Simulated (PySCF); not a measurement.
Species: C₃H₈O₂Si.
InChI=1S/C3H8O2Si/c1-2-3-5-6-4/h2-4H,6H2,1H3/b3-2-

Torsions of this conformer, `[CH3:1]/[CH:2]=[CH:3]\[O:4][SiH2:5][OH:6]`: C2–C3–O4–Si5 -170°, C3–O4–Si5–O6 76°, H–O6–Si5–O4 64°.

The closed-shell ground state was solved at several levels (PySCF, density fitting, gas phase, non-relativistic). Isolated species at its PBE0-D3(BJ)/def2-SVP geometry (one conformer only).

```
           level  basis functions  total energy (Eh)  HOMO (eV)  LUMO (eV)  gap (eV)  dipole (D)
PBE0/aug-cc-pVDZ              214          -558.7273      -6.50      -0.31      6.19        0.79
  PBE0/def2-TZVP              240          -558.8268      -6.51       0.40      6.91        0.86
```

(1) Estimate the row for PBE0/6-31+G*, a basis of 128 functions; the other rows only guide the guess.

(2) Over all these levels, which gives the widest orbital gap and which the narrowest?

(3) How much does the basis alone move the frontier levels among the 3 PBE0 rows (the withheld one included)?

(4) How far do the dipole and the HOMO energy spread over the levels?

Answers

(1) Total energy -558.6803 Eh, HOMO -6.49 eV, LUMO -0.13 eV, gap 6.36 eV, dipole 0.84 D.

(2) PBE0/def2-TZVP has the widest, 6.91 eV, and PBE0/aug-cc-pVDZ the narrowest, 6.19 eV. From the narrowest to the widest the HOMO moves by -0.01 eV and the LUMO by +0.71 eV.

(3) The HOMO by 0.02 eV and the LUMO by 0.71 eV. By rising basis size (HOMO, LUMO in eV): 6-31+G* -6.49, -0.13; aug-cc-pVDZ -6.50, -0.31; def2-TZVP -6.51, 0.40.

(4) The dipole runs from 0.79 to 0.86 D (mean 0.83 D) and the HOMO from -6.51 to -6.49 eV.
